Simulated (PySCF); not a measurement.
Where the electron goes

Species: C₇H₁₅NOSi.
SMILES with atom numbers: `[CH2:1]=[CH:2][CH2:3][C@@H:4]1[CH2:5][O:6][Si@H:7]([NH:8][CH3:9])[CH2:10]1` (hydrogens: H11, H12 on C1; H13 on C2; H14, H15 on C3; H16 on C4; H17, H18 on C5; H19 on Si7; H20 on N8; H21, H22, H23 on C9; H24, H25 on C10)

Method used: PySCF 2.14.0, density-fitted response routines, TDDFT B3LYP/def2-SVPD, vertical, gas phase, core orbitals frozen in the response. Geometry: PBE0-D3(BJ)/def2-SVP, one conformer, isolated molecule.

Kohn–Sham orbitals with the atoms that hold most of them (Löwdin shares over 4%, at most four atoms; ? is withheld):

```tsv
orbital	ε (eV)	atoms
LUMO+2	0.57	C9 10%, Si7 7%, C2 7%, H16 7%
LUMO+1	0.38	H20 15%, Si7 13%, C9 12%, H24 8%
LUMO	-0.03	C1 34%, C2 34%, H12 7%, H11 6%
HOMO	-6.63	?
HOMO-1	-7.23	?
HOMO-2	-7.61	O6 46%, C5 13%, H18 8%, Si7 7%
HOMO-3	-8.10	O6 28%, C10 24%, Si7 14%, C4 7%
```

Problem. Which atoms hold the HOMO, and with what shares?

Solution. N8 (bonded to C, Si and H) 52%; C9 (bonded to N and 3 H) 11%; O6 (bonded to C and Si) 10%; Si7 (bonded to C, N, O and H) 6%.

Problem. Which atoms hold the HOMO-1, and with what shares?

Solution. C1 (bonded to C and 2 H) 36%; C2 (bonded to 2 C and H) 32%; C3 (bonded to 2 C and 2 H) 7%; C4 (bonded to 3 C and H) 4%.

Problem. The HOMO–LUMO gap is 6.60 eV. Where does the response calculation put the lowest singlet, and from which orbitals?

Solution. S1 is at 5.99 eV (f = 0.0054), 0.61 eV below the gap, made of HOMO→LUMO+1 (84%), HOMO→LUMO+2 (10%). Its leading pair isn't HOMO and LUMO; the energies of that pair differ by 7.01 eV. Without the coupling terms of the response equations the lowest excitation would equal the gap.

Problem. One configuration dominates each of S1 and S2. Which, and how do the shares of the two leading atoms of either orbital change from the occupied to the empty one?

Solution. 
- S1 (5.99 eV, f 0.0054), HOMO→LUMO+1 (84%): N8 52% → at most 8%, C9 11% → 12%, H20 at most 6% → 15%, Si7 6% → 13%
- S2 (6.10 eV, f 0.0032), HOMO→LUMO (97%): N8 52% → at most 6%, C9 11% → at most 6%, C1 at most 6% → 34%, C2 at most 6% → 34%

Löwdin shares depend on the basis, the more so with diffuse functions.

Hardware: Arm Neoverse N1, one thread, no GPU, shared host with 64 logical CPUs at a one-minute load of 61. Cost: 17 min wall, 1.5 GiB resident at most.
